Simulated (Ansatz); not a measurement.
Born–Oppenheimer molecular dynamics of C$_{2}$H$_{7}$ClGaN (12 atoms, charge 0, multiplicity 1). It starts at the highest image of a converged band. Of that band: The profile has 2 maxima (images 2, 4) with wells between them (image 3): this band takes more than one step, which may be the mechanism or a detour left from its start path. Neighbouring images differ by up to 2.7 eV, so the band resolves the path poorly. A vibrational analysis at the climbing image gives one clearly imaginary mode, 1494i cm⁻¹: a first-order saddle point.

Theory: RKS PBE0-D4/def2-SVP in Ansatz 0.2.0.

* ensemble: NVE (velocity Verlet)
* time step: 0.5 fs
* steps asked: 200
* starting velocities drawn for: 100 K
* seed: 2833

First frame:

```xyz
12
Properties=species:S:1:pos:R:3
Ga -0.959 0.281 1.106
N 0.731 -0.323 0.158
C 0.588 -1.305 -0.901
C -0.574 1.926 0.246
H 0.407 0.854 -0.220
Cl -2.169 -1.372 1.759
H 1.598 -0.453 0.678
H -0.261 -1.021 -1.547
H 1.482 -1.349 -1.545
H 0.382 -2.321 -0.523
H -1.387 2.596 -0.065
H 0.162 2.486 0.855
```

Task: How far do the bonds stretch over the last three quarters of this one trajectory? (Pairs bonded in most of those frames.)

Result: 
| bond | mean (Å) | spread (Å) | shortest | longest |
| --- | --- | --- | --- | --- |
| Ga1–N2 | 1.837 | 0.070 | 1.72 | 1.96 |
| Ga1–C4 | 2.019 | 0.087 | 1.88 | 2.15 |
| Ga1–Cl6 | 2.213 | 0.032 | 2.16 | 2.26 |
| N2–C3 | 1.459 | 0.020 | 1.43 | 1.51 |
| N2–H7 | 1.019 | 0.007 | 1.01 | 1.03 |
| C3–H8 | 1.108 | 0.013 | 1.08 | 1.13 |
| C3–H9 | 1.106 | 0.017 | 1.08 | 1.14 |
| C3–H10 | 1.110 | 0.022 | 1.08 | 1.14 |
| C4–H5 | 1.147 | 0.123 | 0.95 | 1.32 |
| C4–H11 | 1.106 | 0.023 | 1.05 | 1.15 |
| C4–H12 | 1.106 | 0.026 | 1.05 | 1.16 |

Mean temperature of the second half: 1174 K. The conserved energy stayed within 0.69 meV per atom of its start (net change 0.11 meV per atom), so the integration is sound. The kinetic energy rose, since the run started high on the potential surface and went downhill. A run of 0.1 ps of so small a system gives no equilibrium averages. The orbitals stay closed-shell, which can raise the energy where a bond breaks towards radicals; this wasn't checked here.

Time of the run: 14 min on 4 threads of Arm Neoverse N1, on a shared host, peak memory 0.36 GiB.
